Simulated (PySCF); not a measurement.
Ligands exchanged one at a time, In CH3-NH2. All species are isolated molecules in the gas phase. One relaxed conformer stands for each flexible species; it need not be the lowest. Strings in code marks are SMILES.

The S1 excitation (TDA) from two functionals at the same geometries (B3LYP-D3(BJ)/def2-TZVP), both in PySCF: PBE-D3(BJ)/def2-TZVP and ωB97X-D3(BJ)/def2-TZVP. Excitations are Tamm–Dancoff values on a coarser integration grid. The basis has no diffuse functions, so Rydberg states are missing or too high.

```tsv
species	PBE-D3(BJ)/def2-TZVP (eV)	ωB97X-D3(BJ)/def2-TZVP (eV)
0 of 3 CH3 replaced by NH2	4.31	5.01
1 of 3 CH3 replaced by NH2	4.50	5.75
2 of 3 CH3 replaced by NH2 (`[NH2][In]([NH2])[CH3]`)	4.17	5.46
3 of 3 CH3 replaced by NH2 (`[NH2][In]([NH2])[NH2]`)	4.12	5.34
```

Over these rows, drawn at random from the members with no instability flagged (it was tested for open shells, ions and some series alone), PBE minus ωB97X-D3(BJ): mean -1.12 eV, from -1.29 eV to -0.71 eV.
